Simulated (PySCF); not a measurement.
```xyz
3
charge 0 multiplicity 3, angstrom
W     0.0000    0.0000    0.0000
Cl    2.2272    0.0000    0.0000
Cl   -2.2272    0.0000    0.0000
```

Level of theory: UB3LYP in PySCF with W def2-TZVP with ECP60, Cl def2-TZVP; scalar-relativistic core potentials, no spin–orbit coupling; density-fitted integrals.

This geometry of WCl₂ is a stationary point at this level.

(1) What is the point group?

(2) Is it a minimum?

(3) Which band is strongest in the infrared?

(4) What are the dipole moment and the gap between the highest occupied and lowest empty levels of either spin?

(5) Give the ideal-gas entropy at 298.15 K and 1 bar by parts.

Answers

(1) D∞h.

(2) Yes: all harmonic wavenumbers are real, though the softest, 42 cm⁻¹, leaves little margin.

(3) 417 cm⁻¹ (σu+), 124 km/mol.

(4) 0.00 D and 1.96 eV.

(5) translation 177.9, rotation 72.0, vibration 51.0, spin 9.1; total 310.1 J/(mol K).

This need not be the most stable arrangement of these atoms. With open d or f shells other occupations or spin states may lie lower. At this level a quintet minimum of C2v symmetry lies 18 kJ/mol below this structure. With an element this heavy the missing spin–orbit coupling can shift these numbers.
